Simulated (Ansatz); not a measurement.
Cartesian coordinates in Å:
```
N 0.061 -1.102 1.249
C -0.650 -0.125 0.643
O -1.733 0.246 1.033
Sn 0.254 0.802 -1.137
H 0.959 -1.392 0.906
H -0.322 -1.551 2.069
H 1.785 0.105 -1.474
H 0.437 2.466 -0.833
H -0.792 0.550 -2.455
```

Charge 0, multiplicity 1. Sn takes the def2 core potential.

(1) List the PBE0/def2-TZVPP orbital energies in eV (Ansatz 0.2.0). (An estimate is asked.)

## Answers

(1) Computed: Occupied: -522.04, -392.35, -281.07, -139.99, -94.61, -94.60, -94.59, -29.36, -28.40, -28.39, -28.34, -28.27, -28.26, -25.70, -17.27, -15.85, -14.43, -12.73, -11.86, -10.78, -9.26, -9.23, -8.21, -6.88. Lowest empty: -0.10, 0.10, 0.45, 0.99, 1.37, 1.43, 2.25, 2.73.
